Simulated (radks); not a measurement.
Results of a calculation; reference values are marked as such.
Ionisation of Pm, [Xe] 4f5 6s2, to Pm+, [Xe] 4f5 6s1, under several functionals. Dirac Kohn-Sham, spin-unpolarised, spherical densities, point nucleus; open shells are shared between the two j in proportion to 2j + 1; a radial shooting solver on a logarithmic mesh with Libxc functionals.

functional	E(Pm) (hartree)	Exc (hartree)	IE (eV)	-e(HOMO) (eV)	<r> HOMO (bohr)	IE error (eV)
BLYP	-10027.9124	-230.4595	5.812	1.720	1.084	+0.230
PW91	-10028.3461	-230.9098	5.909	2.001	1.080	+0.327
XLYP	-10028.6296	-231.1844	5.829	1.739	1.084	+0.247
revPBE	-10027.4068	-229.9563	5.796	1.924	1.080	+0.215
HCTH/407	-10033.1528	-235.9797	5.821	2.614	1.052	+0.239
RPBE	-10027.5187	-230.0690	5.778	1.930	1.079	+0.197
PBEsol	-10023.5243	-226.0298	5.893	1.984	1.080	+0.311
Wu-Cohen GGA	-10026.2136	-228.7537	5.876	1.972	1.080	+0.294

NIST Atomic Spectra Database: 5.582 eV (measured). Closest: RPBE. The Delta-SCF values span 0.13 eV, the total energies 9.63 hartree. The highest occupied level is 4f7/2. Spin polarisation and multiplet splitting are left out, so open shells lie too high by an amount that depends on their filling. Sharing an open shell by 2j + 1 raises it above the true ground level by a part of the spin-orbit splitting, which enters the differences from NIST.

Beside tabulated values, note that spin-unpolarised runs miss the spin-polarisation part of the exchange energy of open shells.
